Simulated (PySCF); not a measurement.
# Towards the basis-set limit for CdBr

State: ²Σ⁺, doublet, unpaired electrons σ ↑. De refers to Cd + Br. ROHF-based CCSD(T) in PySCF 2.14 with Cd aug-cc-pVDZ-PP with ECP28, Br aug-cc-pVDZ-PP with ECP10 and Cd aug-cc-pVTZ-PP with ECP28, Br aug-cc-pVTZ-PP with ECP10 (frozen core orbitals: 13; scalar-relativistic core potentials). Correlation energies are extrapolated as n⁻³ (n = 2, 3), Hartree–Fock as (n+1)·exp(−9√n).

```tsv
Level	Re (Å)	ωe (cm⁻¹)	ωexe (cm⁻¹)	αe (cm⁻¹)	De (eV)
CCSD(T)/DZ	2.5048	222.4	0.689	0.000225	1.404
CCSD(T)/TZ	2.4854	227.3	0.688	0.000225	1.491
HF/CBS	2.5129	229.2	0.554	0.000197	1.536
MP2/CBS	2.4468	242.4	0.608	0.000212	1.533
CCSD/CBS	2.4787	231.2	0.665	0.000220	1.501
CCSD(T)/CBS	2.4792	229.1	0.692	0.000226	1.527
```

**Question.** How much is left between CCSD(T)/TZ and the basis-set limit, and how much do the triples give at the limit?

**Answer.** CCSD(T)/CBS less CCSD(T)/TZ: -6.2 mÅ in Re, +1.8 cm⁻¹ in ωe and +0.036 eV in De. CCSD(T)/CBS less CCSD/CBS: +0.5 mÅ in Re, -2.1 cm⁻¹ in ωe and +0.026 eV in De.

The T1 diagnostic is 0.026. The state was picked by a PBE0 search and need not be the measured ground state. Spin–orbit coupling, excitations beyond (T) and corrections to the Born–Oppenheimer picture are left out.

The whole job (state search and all basis sets along the bond) took about 26 min on 4 threads of Arm Neoverse V2 (shared host), peak memory 16 GiB.
